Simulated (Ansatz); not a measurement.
```yaml
crystal:
  periodic: [false, false, false]
  atoms:
    - {symbol: C, position_ang: [1.481234, -2.011633, -0.366196]}
    - {symbol: O, position_ang: [0.679680, -1.144150, 0.529438]}
    - {symbol: B, position_ang: [-0.001707, -0.001705, 0.002884]}
    - {symbol: O, position_ang: [0.089438, 0.305950, -1.391321]}
    - {symbol: C, position_ang: [-0.614474, 1.489023, -1.940841]}
    - {symbol: O, position_ang: [-0.774206, 0.833270, 0.870623]}
    - {symbol: C, position_ang: [-0.871153, 0.518218, 2.315787]}
    - {symbol: H, position_ang: [0.829444, -2.474971, -1.189781]}
    - {symbol: H, position_ang: [2.330220, -1.422630, -0.866259]}
    - {symbol: H, position_ang: [1.930052, -2.848483, 0.273377]}
    - {symbol: H, position_ang: [-1.748080, 1.412148, -1.777585]}
    - {symbol: H, position_ang: [-0.398268, 1.529303, -3.064369]}
    - {symbol: H, position_ang: [-0.244107, 2.458700, -1.450713]}
    - {symbol: H, position_ang: [-1.532094, 1.317469, 2.800577]}
    - {symbol: H, position_ang: [0.162466, 0.530242, 2.814898]}
    - {symbol: H, position_ang: [-1.342279, -0.514584, 2.486100]}
basis:
  gaussian: {orbitals: aug-cc-pVTZ}
hamiltonian: {xc: {name: HF}}
correlation: {active_space: {window: {electrons: 2, orbitals: 1}}}
```

```sh
$ ansatz run in.yaml --threads 2 --pin off --events-out ev --progress --plain --max-ram 32768MiB --backend cuda --devices 0, --max-vram 18GiB
```

Shortened log:

```
Functional definition: HF
3039 factors; integrals over basis functions are off by at most 1.1e-3 eV
mean field evaluation 1: about -10017.7914 eV, gradient 4.9e1 eV
mean field evaluation 2: about -10018.0298 eV, gradient 5.0e1 eV
mean field evaluation 4: about -10023.1825 eV, gradient 5.0e0 eV
mean field evaluation 8: about -10023.2597 eV, gradient 2.4e-1 eV
mean field -10023.25989519 eV, -368.3480071386 hartree, gradient 2.7e-6 eV, S^2 0.000000; 0 other end points of the search recorded, 0 dependent functions left out
reference -10023.25989519 eV, -368.3480071386 hartree; 28, 28 occupied and 501, 501 virtual orbitals, 3039 factors
state -10023.25989519 eV, -368.3480071386 hartree
Total energy: -10023.25989519 eV, -368.3480071386 hartree
```

Hardware: 2 threads of an AMD EPYC 7R13 on a shared host and a share of an NVIDIA H100 80 GB. Wall time 15 s, peak host memory 3.6 GiB.
